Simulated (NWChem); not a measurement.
System: sulfur tetrafluoride (SF4); SMILES FS(F)(F)F

The following NWChem deck was run.

```
start job
memory heap 200 mb stack 900 mb global 1100 mb
geometry units angstroms
  F      1.220545     0.000000     0.616808
  S      0.000000     0.000000    -0.387794
  F      0.000000    -1.654169    -0.275546
  F      0.000000     1.654169    -0.275546
  F     -1.220545     0.000000     0.616808
end
basis spherical
  * library 3-21g
end
dft
  xc hfexch
  iterations 150
end
driver
  maxiter 120
end
task dft optimize
task dft freq
```

The level has its own optimisation; frequencies are unscaled.

### Question
Give the results of this calculation. (Hartree-Fock/3-21G.) Quantities: highest harmonic frequency (cm⁻¹); lowest (cm⁻¹); zero-point energy (kcal/mol); dipole (D).

### Answer
| Property | Result |
|---|---|
| highest harmonic frequency (cm⁻¹) | 1011 |
| lowest (cm⁻¹) | 160 |
| zero-point energy (kcal/mol) | 8.0 |
| dipole (D) | 2.21 |
